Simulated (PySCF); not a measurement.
## Computed properties of BClFHO, SMILES ClB(O)F

BClFHO, SMILES OB(F)Cl. The structure is a stationary point at B3LYP-D3(BJ)/def2-SVP. One conformer was computed; it need not be the lowest. All values are computed for the isolated molecule unless a solvent is named; none is compared with measurement here.

**Structure.** The optimised structure has Cs symmetry. All 9 harmonic modes at B3LYP-D3(BJ)/def2-SVP (PySCF) are real, so it is a minimum. With heavy atoms numbered as in [B:1]([F:2])([Cl:3])[OH:4], the shortest bond between them is B1–F2 at 1.330 Å and the longest B1–Cl3 at 1.761 Å.

**Vibrations.** The strongest infrared lines (harmonic, unscaled, degenerate partners summed) lie at 1467 cm⁻¹ (380 km/mol, B 72 %, O 20 %), 1282 cm⁻¹ (376 km/mol, B 66 %, H 14 %, F 12 %), 994 cm⁻¹ (128 km/mol, H 60 %, O 23 %, F 14 %). The softest mode is at 346 cm⁻¹ and the zero-point energy is 14.5 kcal/mol.

**Electronic structure.** HF/def2-TZVPD (PySCF) places the frontier levels at -12.96 and 1.06 eV, a gap of 14.02 eV, and gives a dipole moment of 1.96 D and a mean polarisability of 29.8 bohr³.

**Excitations.** TDDFT-PBE0/def2-SVPD (PySCF) has S1 at 7.97 eV (156 nm, f = 0.000, dark); the most intense of the 10 singlets computed lies at 8.76 eV (f = 0.14). T1 (TDA) is at 7.68 eV. No vertical singlet excitation falls in the visible range (under 3.1 eV).

**NMR.** GIAO shifts at PBE0/pcSseg-2 (PySCF) (non-relativistic, atoms alike by connectivity averaged): ¹H at 4.5 ppm against TMS; ¹⁹F at -90.3 ppm against CFCl3; ¹¹B at 14.4 ppm against BF3. Without spin–orbit terms, shifts of atoms bonded to Cl or Br come out too high.
